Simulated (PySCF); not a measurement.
# Electron correlation in Pd²⁺ (palladium, charge +2)

[Kr] 4d7 5p1, one real determinant (an excited configuration). Calculation: PySCF 2.14, in x2c-TZVPPall with one added diffuse shell each of s, p, d, f type (9s7p7d3f1g, 95 functions); scalar relativity by spin-free X2C-1e. Frozen: [Kr]; 8 electrons correlated.

```csv
level,correlation energy (mhartree)
CCSD,-180.04
(T),-4.24
CCSD(T),-184.28
```

Diagnostics: T1 = 0.0082, D1 = 0.0264, largest double amplitude 0.044.

The real determinant used has ⟨L²⟩ near 14 against 20 for a pure G term, so it mixes terms.

Cost of the coupled-cluster step: of the order of 50 core-seconds, for 8 correlated electrons.

Iterations:

```
CC2 = 0
CCSD nocc = (np.int64(6), np.int64(2)), nmo = (77, 77)
frozen orbitals [[0, 1, 2, 3, 4, 5, 6, 7, 8, 9, 10, 11, 12, 13, 14, 15, 16, 17], [0, 1, 2, 3, 4, 5, 6, 7, 8, 9, 10, 11, 12, 13, 14, 15, 16, 17]]
max_cycle = 100
direct = 0
conv_tol = 1e-08
conv_tol_normt = 1e-06
diis_space = 8
diis_start_cycle = 0
Init t2, MP2 energy = -0.175927693206474
Init E_corr(UCCSD) = -0.175927693233659
cycle = 1  E_corr(UCCSD) = -0.178356548649934  dE = -0.00242885542  norm(t1,t2) = 0.0250094
cycle = 2  E_corr(UCCSD) = -0.179234117568107  dE = -0.000877568918  norm(t1,t2) = 0.0113593
cycle = 3  E_corr(UCCSD) = -0.179828066185996  dE = -0.000593948618  norm(t1,t2) = 0.00719453
cycle = 4  E_corr(UCCSD) = -0.179916122680045  dE = -8.8056494e-05  norm(t1,t2) = 0.0040208
cycle = 5  E_corr(UCCSD) = -0.179916279475368  dE = -1.56795323e-07  norm(t1,t2) = 0.00761977
cycle = 6  E_corr(UCCSD) = -0.179996193992647  dE = -7.99145173e-05  norm(t1,t2) = 0.00849655
cycle = 7  E_corr(UCCSD) = -0.180028618947178  dE = -3.24249545e-05  norm(t1,t2) = 0.00136289
cycle = 8  E_corr(UCCSD) = -0.180019727607158  dE = 8.89134002e-06  norm(t1,t2) = 0.000931474
cycle = 9  E_corr(UCCSD) = -0.180035780027027  dE = -1.60524199e-05  norm(t1,t2) = 0.000725121
cycle = 10  E_corr(UCCSD) = -0.180044615795542  dE = -8.83576851e-06  norm(t1,t2) = 0.000389938
cycle = 11  E_corr(UCCSD) = -0.180041362770572  dE = 3.25302497e-06  norm(t1,t2) = 0.000214726
cycle = 12  E_corr(UCCSD) = -0.18004357641077  dE = -2.2136402e-06  norm(t1,t2) = 0.000106068
cycle = 13  E_corr(UCCSD) = -0.180045563665061  dE = -1.98725429e-06  norm(t1,t2) = 8.32582e-05
cycle = 14  E_corr(UCCSD) = -0.180046028579936  dE = -4.64914875e-07  norm(t1,t2) = 6.27599e-05
cycle = 15  E_corr(UCCSD) = -0.180046312230729  dE = -2.83650793e-07  norm(t1,t2) = 0.000612459
cycle = 16  E_corr(UCCSD) = -0.180045462645269  dE = 8.4958546e-07  norm(t1,t2) = 3.68516e-05
cycle = 17  E_corr(UCCSD) = -0.180044919127113  dE = 5.43518156e-07  norm(t1,t2) = 1.9052e-05
cycle = 18  E_corr(UCCSD) = -0.180044668901591  dE = 2.50225522e-07  norm(t1,t2) = 1.32085e-05
cycle = 19  E_corr(UCCSD) = -0.180044576702056  dE = 9.21995347e-08  norm(t1,t2) = 8.02198e-06
cycle = 20  E_corr(UCCSD) = -0.180044514194895  dE = 6.25071606e-08  norm(t1,t2) = 4.06226e-06
cycle = 21  E_corr(UCCSD) = -0.180044465854521  dE = 4.83403746e-08  norm(t1,t2) = 2.46763e-06
cycle = 22  E_corr(UCCSD) = -0.180044458975731  dE = 6.87878965e-09  norm(t1,t2) = 1.68809e-06
cycle = 23  E_corr(UCCSD) = -0.180044478645274  dE = -1.96695425e-08  norm(t1,t2) = 1.17816e-06
cycle = 24  E_corr(UCCSD) = -0.180044481061769  dE = -2.41649559e-09  norm(t1,t2) = 8.00808e-06
cycle = 25  E_corr(UCCSD) = -0.180044503822804  dE = -2.27610345e-08  norm(t1,t2) = 1.05032e-06
cycle = 26  E_corr(UCCSD) = -0.180044513706755  dE = -9.88395102e-09  norm(t1,t2) = 6.09585e-07
UCCSD converged
E(UCCSD) = -5041.594929050696  E_corr = -0.1800445137067548
UCCSD(T) correction = -0.00424012178988826
```

The reference is one real determinant that mixes LS terms of this configuration.
